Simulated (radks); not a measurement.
Results of a calculation; reference values are marked as such.
Task: Species: the selenium ion Se3+. Configuration: [Ar] 3d10 4p(up 1.5, down 1.5) 4s(up 0, down 0) (fractional occupations, a model configuration). Level of theory: non-relativistic Kohn-Sham, PBE, spin-polarised, spherical densities, point nucleus (a radial shooting solver on a logarithmic mesh with Libxc functionals). Some entries of the table are withheld. Estimate them.

| orbital | occ. | eigenvalue (eV) | r(max) (bohr) |
|---|---|---|---|
| 1s | 2 | -12341.22 | 0.02971 |
| 2s | 2 | (1) | 0.1682 |
| 2p | 6 | -1441.923 | 0.1333 |
| 3s | 2 | -245.3412 | (2) |
| 3p | 6 | -190.5124 | 0.5044 |
| 3d | 10 | (3) | (4) |
| 4s | 0 | -49.9924 | 1.464 |
| 4p | 3 | -37.6670 | 1.637 |

Result: 
(1) 2s eigenvalue (eV): -1601.269
(2) 3s r(max) (bohr): 0.5117
(3) 3d eigenvalue (eV): -93.4339
(4) 3d r(max) (bohr): 0.4516
